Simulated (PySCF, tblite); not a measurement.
Isomers of C4H5ClN3O (doublet state), one GFN2-xTB conformer each. Single-point energies are computed at B3LYP/pcH-1 (PySCF, gas phase, no added dispersion term), electronic only. GFN2-xTB treats the open shell by occupation alone, and not every SCF solution was tested for stability.

Question: Rank them by B3LYP/pcH-1 energy, lowest first (kcal/mol).
A. `[CH3:1][O:2][CH:3][n:4]1[cH:5][n:6][c:7]([Cl:8])[n:9]1` (doublet state) with C1–O2–C3–N4 180°, O2–C3–N4–C5 0°
B. `[CH2:1][O:2][CH2:3][n:4]1[cH:5][n:6][c:7]([Cl:8])[n:9]1` (doublet state) with H–C1–O2–C3 14° and 171°, C1–O2–C3–N4 -68°, O2–C3–N4–C5 93°

Answer: A (0.0), B (5.8).

GFN2-xTB itself gives, in the same order: 0.0, 17.5. Both levels put the same isomer lowest.

Question: What happens when harmonic zero-point energies from GFN2-xTB frequencies are added?

Answer: 
| SMILES | ZPE (kcal/mol) | electronic (kcal/mol) | with ZPE (kcal/mol) |
| --- | --- | --- | --- |
| CO[CH]n1cnc(Cl)n1 | 58.7 | 0.0 | 0.0 |
| [CH2]OCn1cnc(Cl)n1 | 58.4 | 5.8 | 5.5 |

The zero-point energies span 0.3 kcal/mol. The order is unchanged.
